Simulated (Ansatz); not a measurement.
The cluster B4N3. The state is a doublet with charge 0. Geometry PBE-D4/def2-SVP; atoms count from 1.

```xyz
7

B    -0.973    0.713   -0.027
B     0.335    0.385   -1.310
B     0.064   -0.557    1.069
B     1.176   -0.645   -0.421
N    -1.074    0.184    1.229
N     1.233   -1.261    0.784
N    -0.761    1.181   -1.323
```

The structure comes from a short search, and lower isomers may exist.

(1) Estimate the Mulliken populations from the PBE0/def2-TZVP orbitals of Ansatz.

(2) Where does the spin sit?

(3) And the Mayer bond orders between heavy atoms (over 0.3)?

Results:

(1) 
```csv
atom,charge (e),spin (α − β)
B1,0.09,0.02
B2,0.02,0.29
B3,0.09,0.02
B4,0.02,0.29
N5,-0.10,0.12
N6,-0.06,0.13
N7,-0.06,0.13
```
Mulliken values depend strongly on the basis.

(2) Summed by element: B 0.62, N 0.38, of 1 unpaired in all. Largest on single atoms: B2 0.29, B4 0.29, N7 0.13.

(3) B1–B2 0.39 (1.86 Å); B1–N5 1.57 (1.37 Å); B1–N7 1.40 (1.39 Å); B2–B4 1.22 (1.60 Å); B2–N7 1.70 (1.35 Å); B3–B4 0.39 (1.86 Å); B3–N5 1.57 (1.37 Å); B3–N6 1.40 (1.39 Å); B4–N6 1.70 (1.35 Å).
